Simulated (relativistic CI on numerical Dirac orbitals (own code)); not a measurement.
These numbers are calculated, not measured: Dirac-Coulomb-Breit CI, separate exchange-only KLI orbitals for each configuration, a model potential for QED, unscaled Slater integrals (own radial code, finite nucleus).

The strongest absorption lines from the ground level of an ion, among the configurations computed and to levels below about 2200 eV (vacuum wavelength in Å, gf): 5.9412 (0.69), 7.4016 (3), 7.4082 (2), 7.4222 (0.89), 7.4675 (0.79), 7.5732 (0.93), 7.6130 (1.5), 7.6284 (0.72).

Question: Which ion is it?
A. Sr XXX
B. Se XXVIII
C. Se XXIV
D. Se XXVI

Answer: D. Se XXVI has 9 electrons and the ground level 2s2 2p5 2P°_3/2; the strongest line goes to 2s2 2p4 3d 2D_5/2. The pattern of lines fixes the number of electrons, and along that sequence the line energies rise steadily with the charge (about as its square where n changes within one kind of shell, about linearly where n is kept but much faster in heavy ions where fine structure, which grows about as Z⁴, sets the gap, and irregularly where shells cross), which fixes Z. Configurations outside the model, such as inner-shell arrays, can give stronger lines. At this charge energies of transitions that change n are usually good to better than 1 %, and those within a shell (Δn = 0) to a few per cent.

LS names give the leading component of a level, which can be under half, so a name can repeat, a term be missing and a line seem to break the LS rules.
